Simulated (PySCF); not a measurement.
Correlation energy of N⁺ (nitrogen, charge +1)

[He] 2s2 2p2, high-spin 3P determinant. Computed with PySCF 2.14 in aug-cc-pVDZ, with no relativity, point nucleus. Frozen: 1s2; 4 electrons correlated.

MP2 pair energies summed by pair of shells (mhartree):

```csv
pair,energy,share (%)
2s-2p,-32.26,58.8
2s-2s,-17.32,31.6
2p-2p,-5.27,9.6
```

Total MP2 correlation energy: -54.84 mhartree.

Same-spin part -8.78 and opposite-spin part -46.06 mhartree; SCS-MP2 scales them by 1/3 and 6/5 to -58.20 mhartree.

```json
{"level": "CCSD", "correlation energy (mhartree)": "-77.24"}
{"level": "(T)", "correlation energy (mhartree)": "-0.87"}
{"level": "CCSD(T)", "correlation energy (mhartree)": "-78.11"}
```

Diagnostics: T1 = 0.0063, D1 = 0.0123, largest double amplitude 0.121.

Cost of the coupled-cluster step: 0.11 s of wall time on 1 thread of Intel(R) Xeon(R) 6975P-C (shared host), for 4 correlated electrons.

Iterations:

```
CC2 = 0
CCSD nocc = (np.int64(3), np.int64(1)), nmo = (22, 22)
frozen orbitals [[0], [0]]
max_cycle = 100
direct = 0
conv_tol = 1e-08
conv_tol_normt = 1e-06
diis_space = 8
diis_start_cycle = 0
Init t2, MP2 energy = -0.054837713529403
Init E_corr(UCCSD) = -0.0548377135337817
cycle = 1  E_corr(UCCSD) = -0.0692530135241332  dE = -0.0144153  norm(t1,t2) = 0.0428663
cycle = 2  E_corr(UCCSD) = -0.0738693368438158  dE = -0.00461632332  norm(t1,t2) = 0.0189596
cycle = 3  E_corr(UCCSD) = -0.0772955374384136  dE = -0.00342620059  norm(t1,t2) = 0.00938182
cycle = 4  E_corr(UCCSD) = -0.0772187363135227  dE = 7.68011249e-05  norm(t1,t2) = 0.0011289
cycle = 5  E_corr(UCCSD) = -0.0772390405565052  dE = -2.0304243e-05  norm(t1,t2) = 0.000184718
cycle = 6  E_corr(UCCSD) = -0.0772332859118835  dE = 5.75464462e-06  norm(t1,t2) = 2.33986e-05
cycle = 7  E_corr(UCCSD) = -0.0772354902570889  dE = -2.20434521e-06  norm(t1,t2) = 5.90383e-06
cycle = 8  E_corr(UCCSD) = -0.0772351402224335  dE = 3.50034655e-07  norm(t1,t2) = 1.58395e-06
cycle = 9  E_corr(UCCSD) = -0.0772350607328045  dE = 7.9489629e-08  norm(t1,t2) = 3.374e-07
cycle = 10  E_corr(UCCSD) = -0.0772350825136826  dE = -2.17808781e-08  norm(t1,t2) = 6.75263e-08
cycle = 11  E_corr(UCCSD) = -0.0772350820256782  dE = 4.88004373e-10  norm(t1,t2) = 2.14695e-08
UCCSD converged
E(UCCSD) = -53.95849969572855  E_corr = -0.07723508202567818
UCCSD(T) correction = -0.000871555869934097
```
